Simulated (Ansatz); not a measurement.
CH$_{6}$OSSi, SMILES `OC[SiH2]S` at its PBE0-D4/def2-TZVP geometry, where that method's forces vanish. Total charge 0; spin multiplicity 1.

```xyz
10

O    -0.9588    0.9923    0.8170
C    -0.8196    0.2979   -0.4133
Si    0.9552   -0.3336   -0.5014
S     1.3533   -1.5913    1.1757
H    -1.8684    1.2848    0.9105
H    -1.5068   -0.5560   -0.4817
H    -1.0147    0.9524   -1.2754
H     1.8848    0.8240   -0.5565
H     1.1370   -1.1757   -1.7114
H     0.8379   -0.6947    2.0365
```

Q: What forces (eV/Å) does r2SCAN-D4/def2-TZVPP give on these atoms in the Gaussian-basis code of Ansatz? (Estimate.)

A: Ansatz gave: 
```
O1   0.033  0.152  0.306
C2   0.036 -0.157 -0.293
Si3  0.035  0.012 -0.036
S4   0.015 -0.043  0.037
H5  -0.052  0.011 -0.008
H6  -0.021 -0.003 -0.008
H7  -0.019  0.007 -0.014
H8  -0.019 -0.009 -0.006
H9  -0.006  0.021  0.021
H10 -0.002  0.008  0.001
```
